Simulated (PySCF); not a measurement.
B(Me)2(PH2) (C₂H₈BP), SMILES CB(C)P.

The structure is a stationary point at B3LYP-D3(BJ)/def2-SVP. The values are those of a single conformer.

Calculation: TDDFT-PBE/def2-SVPD in PySCF.

Vertical excitations. 

| state | energy (eV) | λ (nm) | f | main pairs |
|---|---|---|---|---|
| S1 | 4.75 | 261 | 0.075 | HOMO→LUMO 95 % |
| S2 | 5.67 | 219 | 0.044 | HOMO→LUMO+1 99 % |
| S3 | 5.97 | 208 | 0.002 | HOMO−2→LUMO 86 %, HOMO−1→LUMO 13 % |
| S4 | 6.03 | 206 | 0.052 | HOMO−1→LUMO 82 %, HOMO−2→LUMO 13 % |
| S5 | 6.38 | 194 | 0.008 | HOMO→LUMO+2 96 % |
| S6 | 6.90 | 180 | 0.034 | HOMO→LUMO+3 89 % |
| S7 | 7.04 | 176 | 0.006 | HOMO→LUMO+4 97 % |
| S8 | 7.22 | 172 | 0.074 | HOMO−1→LUMO+1 59 %, HOMO→LUMO+5 35 % |
| S9 | 7.24 | 171 | 0.001 | HOMO−3→LUMO 95 % |
| S10 | 7.30 | 170 | 0.070 | HOMO→LUMO+5 51 %, HOMO−1→LUMO+1 39 % |
| T1 | 3.69 | 336 | 0 | HOMO→LUMO 99 % |
| T2 | 5.43 | 229 | 0 | HOMO−1→LUMO 90 % |
| T3 | 5.45 | 227 | 0 | HOMO→LUMO+1 88 % |
| T4 | 5.52 | 225 | 0 | HOMO−2→LUMO 99 % |
Triplets are in the Tamm–Dancoff approximation, which puts them higher than full response would, so one can lie above its singlet here.
